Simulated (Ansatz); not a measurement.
Start from `ClC[SiH2][SnH3]` and change one atom or group to get `ClC[SiH2][GaH2]`.

Ansatz, PBE0-D4/def2-TZVP geometries, multiplicity 1. Each molecule was computed in one conformer, which needn't be the lowest.

Elements past krypton have def2 core potentials. Scalar relativity is left out up to krypton.

```
                             property  `ClC[SiH2][SnH3]`
    HOMO energy (PBE/def2-TZVPP) / eV              -6.86
  LUMO energy (B3LYP/def2-TZVPP) / eV              -0.57
LUMO energy (ωB97M-V/def2-TZVPP) / eV               1.26
   LUMO energy (PBE0/def2-TZVPP) / eV              -0.35
HOMO energy (ωB97M-V/def2-TZVPP) / eV              -9.97
  HOMO–LUMO gap (PBE/def2-TZVPP) / eV               5.66
```

Give the same properties after the change, and the shifts. (An estimate is asked.)

Computed: 
```
                             property  `ClC[SiH2][GaH2]`  shift
    HOMO energy (PBE/def2-TZVPP) / eV              -6.24   0.62
  LUMO energy (B3LYP/def2-TZVPP) / eV              -1.44  -0.87
LUMO energy (ωB97M-V/def2-TZVPP) / eV               0.48  -0.78
   LUMO energy (PBE0/def2-TZVPP) / eV              -1.23  -0.88
HOMO energy (ωB97M-V/def2-TZVPP) / eV              -9.34   0.63
  HOMO–LUMO gap (PBE/def2-TZVPP) / eV               4.20  -1.46
```

With PBE0 the HOMO rises by 0.65 eV and the LUMO falls by 0.88 eV, so the gap narrows by about 1.53 eV. PBE moves the HOMO by 0.62 eV and ωB97M-V by 0.63 eV. The zero-point energy changes by -17.5 kJ/mol with -3 modes.

B3LYP here is the variant with VWN-RPA as its local correlation; programs differ in this.
